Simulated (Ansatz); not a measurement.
Ti₃⁻, relaxed as a doublet with UKS r2SCAN-D4/def2-TZVPD in Ansatz, starting from the GFN2-xTB geometry. Force threshold 0.02 eV/Å.

The charge -1 doublet is spin-contaminated (final ⟨S²⟩ up to 3.74, 0.75 for a pure state). The highest occupied level of the charge -1 doublet lies above zero (up to 0.32 eV). It is a level of β spin, whose loss leaves a triplet; that state wasn't run at this geometry and level. The electron is either unbound and held by the finite basis, or the level is raised by self-interaction error. The relaxation made no stability test and no search for a lower SCF solution. At r2SCAN-D4/def2-TZVPD a quartet of charge -1 lies 0.18 eV below the doublet, each at its own geometry. That quartet is doubtful there (⟨S²⟩ 5.42, where a pure state has 3.75). The structure comes from a short search, and lower isomers may exist.

Start:

```xyz
3

Ti    0.7683    0.7301   -1.2448
Ti   -0.4950   -1.5507   -0.1427
Ti   -0.2734    0.8206    1.3875
```

Problem. Estimate the energy that the relaxation releases and the steps that it takes.

Solution. 0.38 eV, in 6 steps; 2.3 min on 4 threads of AMD EPYC 7B13 on a shared host. The force fell under the threshold at step 5, but the optimiser went on. No frequencies were taken in this run, so the end may be a saddle point.

Problem. Does the start keep its bonding and symmetry?

Solution. By distances, no bond broke or formed. The bond that changes most is Ti1–Ti2, from 2.83 to 2.37 Å (atoms count from 1). Point group D3h at the start, C2v at the end, both within 0.05 Å.

Problem. Predict the relaxed structure.

Solution. 
Cartesian coordinates in Å:
```
Ti 0.6523 0.5802 -1.0916
Ti -0.4038 -1.3271 -0.1707
Ti -0.2485 0.7469 1.2623
```
Bond lengths (bridged metal pairs left out): 3 × Ti–Ti 2.37 to 2.53 Å.
